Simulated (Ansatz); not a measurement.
`O=[CH][GeH3]` + `[OH][GeH]([Cl])[Cl]` → `[Cl][GeH]([Cl])[GeH3]` + `O=CO`  (formal exchange of groups at a Ge–C bond)

Computed with Ansatz on PBE0-D4/def2-TZVP structures; ΔE is electronic, products minus reactants. CBS: MP2 limit from def2 TZ/QZ plus the TZ coupled-cluster correction, frozen cores. This one scheme is used for every species. DFT in def2-TZVPP. For Ge outer-core shells are correlated without core-valence functions, which leaves a few kJ/mol of doubt a bond. Scalar relativity is left out up to krypton. One conformer a species, not always the lowest.

```csv
level,ΔE (kJ/mol)
CAM-B3LYP-D4,-63.2
LC-ωPBE,-65.4
```

Q: What does CCSD(T)/CBS give? (Best estimate.)

A: The calculation gave: -55.6 kJ/mol. The listed levels differ from it by -7.6, -9.8 kJ/mol.

Q: What do rigid-rotor, harmonic-oscillator terms from PBE0-D4/def2-TZVP frequencies (298.15 K, 1 bar) make of the CCSD(T)/CBS value? (An estimate is asked.)

A: Computed: ΔZPE = +7.8 kJ/mol, ΔH = -48.3 kJ/mol, ΔS = -8 J/(mol·K), ΔG = -45.9 kJ/mol.

Largest T1 diagnostic among the species: 0.016.

At CCSD(T), def2-SVP lies −12.5 kJ/mol from the extrapolated value and def2-TZVPP +1.7 kJ/mol. Leaving LDA and LC-ωPBE aside and taking each functional with its dispersion term where it has one, the values, not all of them listed here, spread over 16.2 kJ/mol, from HSE06-D4 to B2PLYP. LDA lies −11.9 kJ/mol from PBE without D4.
